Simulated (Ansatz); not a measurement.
The cluster Sn2O6. The state is a singlet with charge 0. Geometry B3LYP-D4/def2-SVP, basis def2-TZVP, Ansatz.

```xyz
8

Sn    0.439   -1.077    1.231
Sn   -0.590   -0.096   -1.902
O    -1.243   -1.257   -0.181
O    -0.259    1.677    0.645
O    -0.272   -2.015   -1.072
O    -0.156    0.878    1.810
O     1.090    0.271   -0.515
O     0.991    1.620   -0.016
```

| run | HOMO (eV) | LUMO (eV) |
| --- | --- | --- |
| A | -7.11 | -2.37 |
| B | -9.77 | -0.40 |
| C | -5.57 | -3.08 |
| D | -9.46 | -0.51 |
| E | -5.90 | -2.97 |

In the def2 sets Sn takes a core potential; there is no spin–orbit coupling. LC-ωPBE has ω = 0.4 bohr⁻¹. The structure holds 4 bonds between oxygen atoms, so isomers without such links may lie far lower. Another isomer (singlet) lies 0.40 eV lower at PBE0-D4/def2-TZVP; other spin states weren't run for this one.

Question: The runs used LC-ωPBE, PBE, PBE0, r2SCAN, ωB97X-V. Estimate which is which.

Answer: A PBE0 (25 % exact exchange); B LC-ωPBE (range-separated); C PBE (0 % exact exchange); D ωB97X-V (range-separated); E r2SCAN (0 % exact exchange). Exact exchange lowers occupied and raises empty levels; among semilocal functionals meta-GGAs tend to open the gap a little, and such runs are hard to tell apart. The gap grows from 2.49 eV (PBE) to 9.37 eV (LC-ωPBE).
